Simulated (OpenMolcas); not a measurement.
# 2s2 2p3 along the 7-electron sequence

```json
{"Program": "OpenMolcas", "Method": "CASSCF", "Basis": "ANO-RCC-VQZP", "Scalar Hamiltonian": "DKH2, point nucleus", "Spin-orbit coupling": "state interaction with AMFI integrals over the reference wave functions, term energies averaged over their components"}
```

Active space for each ion: 5 electrons in 4 orbitals (2s 2p).

Computed levels in cm-1 above 4S* 3/2:

```tsv
Level	N	O+	F2+	Ne3+
2D* 3/2	22997	30581	37935	45067
2D* 5/2	22998	30584	37947	45098
2P* 3/2	30306	41247	52050	62648
2P* 1/2	30308	41251	52052	62636
weight of 4S* in the lowest level (%)	100	100	100	100
```

Measured, with the error of the calculation in %. Measured levels: N, O+ from NIST Handbook of Basic Atomic Spectroscopic Data; F2+, Ne3+ from Moore, Atomic Energy Levels, vol. I, NSRDS-NBS 35 (1971 reprint of NBS Circular 467, 1949).

```csv
Level,N,O+
2D* 3/2,19233 (+19.6),26831 (+14.0)
2D* 5/2,19224 (+19.6),26811 (+14.1)
2P* 3/2,28839 (+5.1),40468 (+1.9)
2P* 1/2,28839 (+5.1),40470 (+1.9)
```

2D* 3/2 changes by a factor of 1.96 over the same range, with steps per unit of Z of +7580, +7350, +7130 cm-1.

Without dynamic correlation excited terms often stand tens of per cent too high (terms of higher spin than the ground term too low), and those without a measured partner can miss by more than the paired ones (holds for N; O+). Computed and measured levels are paired by configuration, term and J; levels that our copy of the source lacks, or whose pairing is in doubt (as where it misses far off the trend of its configuration), stay unpaired and out of the deviations. Only configurations of the active space appear.

* marks odd parity.
